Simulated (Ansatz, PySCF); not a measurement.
System: tribromo(fluoro)silane, sum formula SiBr₃F, charge 0, multiplicity 1. 
Coordinates optimised at B3LYP-D3(BJ)/def2-TZVP (Ansatz, a first-principles code):
SMILES: F[Si](Br)(Br)Br
```xyz
5

Si     0.0142     0.0186     0.4443
F      0.0649     0.0847     2.0267
Br     1.9353    -0.7822    -0.2629
Br    -1.6458    -1.3045    -0.1264
Br    -0.3119     2.0575    -0.3096
```

Dipole moments at this geometry, in debye (magnitudes).

```json
[
 {"level": "revPBE/def2-TZVPD", "program": "Ansatz", "dipole (D)": "0.62"},
 {"level": "B97M-V/def2-TZVPD", "program": "Ansatz", "dipole (D)": "0.64"},
 {"level": "B3LYP/def2-TZVPD", "program": "Ansatz", "dipole (D)": "0.67"},
 {"level": "PBE0/def2-TZVPD", "program": "Ansatz", "dipole (D)": "0.67"},
 {"level": "TPSSh/def2-TZVPD", "program": "PySCF", "dipole (D)": "___"},
 {"level": "r2SCAN0/def2-TZVPD", "program": "Ansatz", "dipole (D)": "0.66"},
 {"level": "HSE06/def2-TZVPD", "program": "Ansatz", "dipole (D)": "0.67"},
 {"level": "CAM-B3LYP/def2-TZVPD", "program": "Ansatz", "dipole (D)": "0.67"},
 {"level": "LC-wPBE/def2-TZVPD", "program": "Ansatz", "dipole (D)": "0.63"},
 {"level": "CCSD(T)/def2-SVPD", "program": "Ansatz", "dipole (D)": "___"}
]
```

Task: Some entries are withheld; supply them.

Result: 
- TPSSh/def2-TZVPD, dipole (D): 0.62
- CCSD(T)/def2-SVPD, dipole (D): 0.73
